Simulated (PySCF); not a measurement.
Diatomics of Pb with group 14

CCSD(T) with double-zeta basis sets in PySCF, for the lowest determinant that a PBE0 search found; no spin–orbit coupling. De refers to high-spin ground-configuration atoms.

```json
{"M": "Si", "basis": "def2-SVP", "reference, frozen orbitals": "UHF, 9", "state (unpaired electrons)": "triplet (π ↑↑)", "Re (Å)": "2.620", "ωe (cm⁻¹)": "308", "De (eV)": "2.04"}
{"M": "Ge", "basis": "def2-SVP", "reference, frozen orbitals": "UHF, 13", "state (unpaired electrons)": "triplet (π ↑↑)", "Re (Å)": "2.680", "ωe (cm⁻¹)": "203", "De (eV)": "1.99"}
{"M": "Sn", "basis": "def2-SVP", "reference, frozen orbitals": "UHF, 8", "state (unpaired electrons)": "triplet (π ↑↑)", "Re (Å)": "2.865", "ωe (cm⁻¹)": "161", "De (eV)": "1.83"}
{"M": "Pb", "basis": "def2-SVP", "reference, frozen orbitals": "UHF, 8", "state (unpaired electrons)": "triplet (π ↑↑)", "Re (Å)": "2.936", "ωe (cm⁻¹)": "133", "De (eV)": "1.74"}
```

Question: By what factor does the bond length vary along the series?

Answer: At CCSD(T) it runs from 2.620 Å (SiPb) to 2.936 Å (Pb2), a factor of 1.12.

Down a group the atoms grow and get heavier, so bonds lengthen and wavenumbers fall; this series shows no clear exception.

Correlated steps freeze the inner cores (8 to 13 orbitals); shallow outer-core shells are correlated. Correlated levels converge slowly with the basis: in double zeta they bind strong bonds too weakly, by up to about 1 eV, and carry superposition errors of some tenths. Spin–orbit coupling is left out, which matters for elements this heavy, above all for dissociation energies. States were picked by a PBE0 search and need not be the measured ground states.
